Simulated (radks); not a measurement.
Values are calculated unless marked as measured or tabulated.
Q: All-electron atom: Sc in [Ne] 3s2 3p5.5 3d1 4s2 4d0.5 (fractional occupations, a model configuration). Code: a radial shooting solver on a logarithmic mesh with Libxc functionals. Model: scalar-relativistic Kohn-Sham, SOGGA, spin-polarised, spherical densities, finite nucleus; open shells are filled with parallel spins first; Fermi nuclear charge, rms radius 3.5459 fm. Some entries of the table are withheld. Estimate them.

| orbital | occ. | eigenvalue (Ry) | <r> (bohr) | r(max) (bohr) |
|---|---|---|---|---|
| 1s up | 1 | -323.2841 | 0.07310 | 0.04785 |
| 1s down | 1 | -323.2720 | 0.07310 | 0.04784 |
| 2s up | 1 | -35.29592 | 0.3438 | 0.2838 |
| 2s down | 1 | -35.26489 | 0.3436 | 0.2838 |
| 2p up | 3 | -29.00025 | 0.3078 | 0.2323 |
| 2p down | 3 | -28.96936 | 0.3076 | 0.2323 |
| 3s up | 1 | -4.48217 | 1.066 | (1) |
| 3s down | 1 | -4.36327 | 1.068 | (2) |
| 3p up | 3 | -2.89978 | 1.151 | 0.9624 |
| 3p down | 2.5 | -2.78388 | 1.155 | 0.9629 |
| 3d up | 1 | (3) | 1.568 | 1.051 |
| 4s up | 1 | -0.48358 | 3.352 | 2.893 |
| 4s down | 1 | -0.45704 | 3.428 | 2.964 |
| 4d up | 0.5 | -0.03432 | 13.85 | (4) |

A: 
(1) 3s up r(max) (bohr): 0.9238
(2) 3s down r(max) (bohr): 0.9239
(3) 3d up eigenvalue (Ry): -0.60013
(4) 4d up r(max) (bohr): 13.58
